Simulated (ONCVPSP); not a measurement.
# u(r) = r·R(r): atom against pseudo-atom (zinc)

Columns: radius, all-electron u(r) and pseudo u(r) of the 3s shell (level -128.92 eV) of zinc in the configuration [Ne] 3s2 3p6 3d10 4s2; PBEsol, scalar-relativistic, ONCV scheme, ONCVPSP 4.0.1.

```csv
r (bohr),all-electron,pseudo
0.075,-0.1382,0.1456
0.150,-0.7207,0.3115
0.225,-0.4232,0.5083
0.300,0.1958,0.7286
0.375,0.7559,0.9473
0.450,1.1285,1.1316
0.525,1.3120,1.2539
0.600,1.3521,1.3005
0.675,1.2976,1.2713
0.750,1.1898,1.1816
0.825,1.0575,1.0561
0.900,0.9192,0.9189
0.975,0.7859,0.7857
1.050,0.6637,0.6635
1.125,0.5551,0.5550
1.200,0.4608,0.4607
1.275,0.3802,0.3801
1.350,0.3122,0.3121
1.425,0.2553,0.2552
1.500,0.2080,0.2080
1.575,0.1691,0.1690
1.650,0.1371,0.1371
1.725,0.1110,0.1109
1.800,0.0896,0.0896
1.875,0.0723,0.0723
1.950,0.0583,0.0582
```

Question: How many radial nodes do the two functions have?

Answer: The all-electron 3s function has n − l − 1 = 2 (the table is too coarse to show those close to the nucleus); the pseudo-wave has 0, since the states of the same l below it are removed with the core.

Question: At about which radius was the pseudo-wave matched?

Answer: 1.00 bohr. The columns agree to 0.0005 from 0.90 bohr on; several derivatives are matched, so the curves merge somewhat inside the radius.

Question: Where does each function peak?

Answer: Outermost all-electron maximum near 0.60 bohr, pseudo maximum near 0.60 bohr (to the table’s step).

Question: Is the pseudo-wave norm-conserving?

Answer: Yes: the ONCV scheme keeps the norm inside the radius equal to the all-electron one, which fixes the energy derivative of the logarithmic derivative at the level.
